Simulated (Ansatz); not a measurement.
Diatomic I2+, multiplicity 2 (lowest of 2S+1 = 2, 4 at CCSD(T)/def2-TZVPP on PBE0 minima; our sources give no spin for the ground state, which may be another). No spin–orbit coupling.

Seven points along R, fitted to fifth degree in 1/R; most abundant isotopes. In def2 and cc sets the state is the lowest found near the PBE0 minimum, followed along R.

Correlated levels freeze the inner cores; with def2 sets outer-core shells near the valence are correlated too.

Programs: Ansatz (Gaussian basis) for Hartree–Fock, density functionals and correlated methods. Each number belongs to the level named beside it. In def2 rows elements past Kr take small-core potentials, without spin–orbit coupling.

Energies at CCSD(T)/def2-TZVPP:

```
R (Å)       E (hartree)
--------  -------------
2.391142  -593.92879705
2.455420  -593.93677425
2.514556  -593.94086969
2.581405  -593.94260064
2.648254  -593.94198166
2.725388  -593.93912882
2.815377  -593.93380562
```

Q: With a reduced mass of 63.4522 u, find the minimum, the force constant and the constants.

A: A fifth-degree polynomial in 1/R puts the minimum at r_e = 2.5945 Å with force constant 215 N/m. Then ω_e = (1/2πc)√(k/μ) = 240 cm⁻¹ and B_e = h/(8π²cμr_e²) = 0.03947 cm⁻¹; the cubic and quartic terms give α_e = 0.00011 and ω_e x_e = 0.54 cm⁻¹.

Doubts at one or more of the structures used: other coupled-cluster roots lie near (CCSD(T)/def2-TZVPP).

Ansatz is a first-principles code.
